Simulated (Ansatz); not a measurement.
Breaking the Ga1–H2 bond in GaH3O2 (SMILES [OH][GaH][OH]) (multiplicity 1 held, fragments rigid). Energies count from the point at 1.547 Å.
Geometry at that point (charge 0, multiplicity 1):
```xyz
6

Ga    -0.2440    -0.1775    -0.1512
H     -1.3542    -1.0163    -0.8271
O      0.0204     1.5378    -0.5766
H      0.7423     1.9403    -0.0819
O      0.9023    -0.7560     1.1056
H      0.7953    -1.6758     1.3651
```

Signs of static correlation in cc-pVTZ, with CASSCF(2,2), from Ansatz (a program for electronic structure) runs.

| R (Å) | T1 of restricted CCSD | ⟨S²⟩ of UHF | largest double amplitude of restricted CCSD | weight of the CASSCF reference in MRCISD | CASSCF natural occupations |
|---|---|---|---|---|---|
| 1.238 | 0.014 | 0.000 | 0.018 | 0.896 | 1.99 0.01 |
| 1.392 | 0.014 | 0.000 | 0.018 | 0.896 | 1.98 0.02 |
| 1.547 | 0.014 | 0.000 | 0.023 | 0.896 | 1.98 0.02 |
| 1.702 | 0.014 | 0.000 | 0.035 | 0.895 | 1.97 0.03 |
| 1.856 | 0.015 | 0.000 | 0.054 | 0.896 | 1.95 0.05 |
| 2.088 | 0.015 | 0.000 | … | 0.896 | 1.92 0.08 |
| 2.320 | 0.017 | 0.289 | 0.152 | 0.896 | 1.88 0.12 |
| 2.707 | 0.022 | 0.736 | 0.262 | 0.897 | 1.75 0.25 |
| 3.094 | … | 0.903 | 0.393 | 0.897 | 1.58 0.42 |
| 3.558 | 0.043 | 0.974 | 0.561 | 0.898 | 1.37 0.63 |
| 4.177 | 0.056 | 0.999 | 0.743 | 0.898 | 1.17 0.83 |
| 4.950 | 0.062 | 1.005 | 0.868 | 0.898 | 1.06 0.94 |

**Question.** Fill in the missing entries.

**Answer.** 
- 2.088, largest double amplitude of restricted CCSD: 0.097
- 3.094, T1 of restricted CCSD: 0.030

Doubts at one or more of the structures used: a restricted determinant that unrestricted orbitals would lower (R-CCSD(T)/cc-pVTZ); other coupled-cluster roots lie near (R-CCSD(T)/cc-pVTZ); T1 above 0.05 (R-CCSD(T)/cc-pVTZ, U-CCSD(T)/cc-pVTZ); a spin-contaminated determinant (U-CCSD(T)/cc-pVTZ).
